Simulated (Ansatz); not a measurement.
`F[Si](F)(F)CS` + CH₃OH → `CO[Si](F)(F)F` + CH₃SH  (ligand exchange at the Si–C bond)

Isolated molecules relaxed with PBE0-D4/def2-TZVP in Ansatz; ΔE leaves out vibrations. CBS: MP2 limit from def2 TZ/QZ plus the TZ coupled-cluster correction, frozen cores. This one scheme is used for every species. Functionals use def2-TZVPP. One conformer a species, not always the lowest.

| level | ΔE (eV) |
| --- | --- |
| ωB97M-V | -1.18 |
| CCSD(T)/def2-TZVPP | -1.22 |

What does CCSD(T)/CBS give? (Best estimate.)

The calculation gave: -1.21 eV. The listed levels differ from it by 0.03, -0.01 eV.

Largest T1 diagnostic among the species: 0.011.

In def2-TZVPP, CCSD(T) changes the Hartree–Fock value by +0.22 eV (the triples alone add +0.03 eV) and MP2 by +0.21 eV. The D4 term adds +0.04 eV with B3LYP and +0.02 eV with PBE0; it sums over pairs of atoms, weighted by their polarisabilities, and B3LYP, whose exchange is more repulsive, gets the larger term.

B3LYP here is the variant with VWN-RPA as its local correlation; programs differ in this.
